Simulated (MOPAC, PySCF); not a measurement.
C$_{2}$H$_{12}$O$_{2}$Si$_{3}$, SMILES `CO[Si]([SiH3])([SiH3])OC` (C–O–Si–Si torsion 79°, Si–Si–O–C torsion 178°), neutral singlet in the gas phase. 

Cartesian coordinates (Å):
SMILES: CO[Si]([SiH3])([SiH3])OC
```xyz
19

C     -2.0535    -0.7207    -1.2231
O     -0.8496    -1.0825    -0.5919
Si     0.1105    -0.1024     0.3677
Si    -0.7654     0.0758     2.5413
Si     0.3710     2.0019    -0.6930
O      1.5738    -0.8719     0.5350
C      2.4250    -1.2278    -0.5352
H     -1.9358     0.1711    -1.8686
H     -2.8566    -0.5055    -0.4931
H     -2.3860    -1.5572    -1.8575
H      0.0590     1.0071     3.3677
H     -2.1539     0.6267     2.4668
H     -0.8194    -1.2591     3.2064
H      1.3714     2.8228     0.0532
H      0.8334     1.8608    -2.1080
H     -0.9251     2.7474    -0.7034
H      3.3130    -1.7316    -0.1237
H      1.9237    -1.9150    -1.2386
H      2.7642    -0.3398    -1.1018
```
Charge 0, spin multiplicity 1.

All levels are single points at this geometry (B3LYP-D3(BJ)/def2-SVP); Pople sets use spherical d functions. Orbital energies aren't observables, and empty levels follow the basis.

```tsv
level	HOMO (eV)	LUMO (eV)	gap (eV)	dipole (D)	vertical IE, Delta-SCF (eV)
B3LYP-D3(BJ)/def2-TZVP in PySCF	-6.90	-0.64	6.27	1.36	8.71
PBE-D3(BJ)/def2-TZVP in PySCF	-5.93	-1.32	4.61	1.30	8.36
B3LYP/6-311+G** in PySCF	-6.96	-0.61	6.35	1.49	–
BP86/6-31G* in PySCF	-5.87	-0.93	4.94	1.47	–
M06-2X/6-31G* in PySCF	-8.05	0.65	8.70	1.50	–
PBE/6-31G* in PySCF	-5.76	-0.87	4.89	1.46	8.26
SVWN5/6-31G* in PySCF	-5.83	-1.04	4.78	1.49	8.35
HF/3-21G in PySCF	-9.64	3.16	12.80	1.95	–
HF/6-31G* in PySCF	-9.71	3.08	12.79	1.66	8.61
HF/STO-3G in PySCF	-6.97	9.33	16.30	1.18	–
AM1 in MOPAC	-9.57	-1.15	8.43	1.72	–
PM3 in MOPAC	-8.45	-1.48	6.96	1.05	–
PM6 in MOPAC	-7.72	-0.49	7.22	2.27	–
```
